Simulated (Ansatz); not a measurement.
Br$_{3}$Sb, SMILES `[Br][Sb]([Br])[Br]`, 4 atoms. Total charge 0; spin multiplicity 1. Correlated methods include outer-core shells of Br, Sb, which these sets cover unevenly. Scalar relativity is left out up to krypton. Sb: def2 effective core potential. All runs use 4 threads of an Intel Xeon 6975P-C on a shared host. Correlated methods freeze the cores.

(1) Give the basis size and wall time and peak host memory of each of these runs in Ansatz. RKS PBE-QIDH (frozen core)/def2-TZVPP energy; RKS ωB97M-V/def2-QZVPP energy; RHF-MP2/def2-QZVPP energy; RHF-CCSD(T)/def2-SVP energy; RKS PBE0-D4/def2-TZVP frequencies; RKS PBE0-D4/def2-TZVP relaxation (4 steps); RKS PBE0-D4/def2-SVP energy; RHF-CCSD(T)/def2-TZVPP energy; RKS ωB97M-V/def2-SVP energy; RKS PBE0-D4/def2-QZVPP energy; direct RPA on PBE orbitals/def2-TZVPP energy; RKS ωB97X-V/def2-TZVPP energy. (Best estimate.)

Answers

(1) The calculation gave: Other jobs shared the machine, so times are rough.

```tsv
level	job	functions	wall time	peak host memory (GiB)
RKS PBE0-D4/def2-SVP	energy	122	1.3 s	0.41
direct RPA on PBE orbitals/def2-TZVPP	energy	194	3.3 s	0.5
RKS PBE-QIDH (frozen core)/def2-TZVPP	energy	194	3.8 s	0.67
RHF-CCSD(T)/def2-SVP	energy	122	3.9 s	0.52
RKS ωB97M-V/def2-SVP	energy	122	4.1 s	0.51
RKS ωB97X-V/def2-TZVPP	energy	194	4.7 s	0.91
RKS PBE0-D4/def2-QZVPP	energy	349	7 s	2
RKS ωB97M-V/def2-QZVPP	energy	349	14 s	2.3
RHF-MP2/def2-QZVPP	energy	349	14 s	1.7
RKS PBE0-D4/def2-TZVP	relaxation (4 steps)	194	18 s	0.85
RHF-CCSD(T)/def2-TZVPP	energy	194	25 s	1.9
RKS PBE0-D4/def2-TZVP	frequencies	194	40 s	0.84
```
